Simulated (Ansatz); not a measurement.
Start from `S=CB(S)Cl` and change one atom or group to get `NB(S)Cl`.

Ansatz, PBE0-D4/def2-TZVP geometries, multiplicity 1. Each molecule was computed in one conformer, which needn't be the lowest.

| property | `S=CB(S)Cl` |
| --- | --- |
| LUMO energy (PBE/def2-TZVPP) / eV | -4.32 |
| size of the dipole moment (PBE/def2-TZVPP) / D | 2.15 |
| HOMO–LUMO gap (PBE0/def2-TZVPP) / eV | 3.26 |
| HOMO energy (PBE/def2-TZVPP) / eV | -5.50 |
| LUMO energy (B3LYP/def2-TZVPP) / eV | -3.66 |
| HOMO energy (B3LYP/def2-TZVPP) / eV | -6.53 |

Q: Give the same properties after the change, and the shifts. (Best estimate.)

A: The calculation gave: 
```tsv
property	`NB(S)Cl`	shift
LUMO energy (PBE/def2-TZVPP) / eV	-0.60	3.72
size of the dipole moment (PBE/def2-TZVPP) / D	3.24	1.09
HOMO–LUMO gap (PBE0/def2-TZVPP) / eV	7.81	4.55
HOMO energy (PBE/def2-TZVPP) / eV	-6.27	-0.77
LUMO energy (B3LYP/def2-TZVPP) / eV	-0.03	3.63
HOMO energy (B3LYP/def2-TZVPP) / eV	-7.27	-0.74
```

With PBE0 the HOMO falls by 0.74 eV and the LUMO rises by 3.81 eV, so the gap widens by about 4.55 eV. PBE moves the HOMO by -0.77 eV and ωB97M-V by -0.71 eV. Dipoles are sizes alone; their direction can turn.

B3LYP here is the variant with VWN-RPA as its local correlation; programs differ in this.
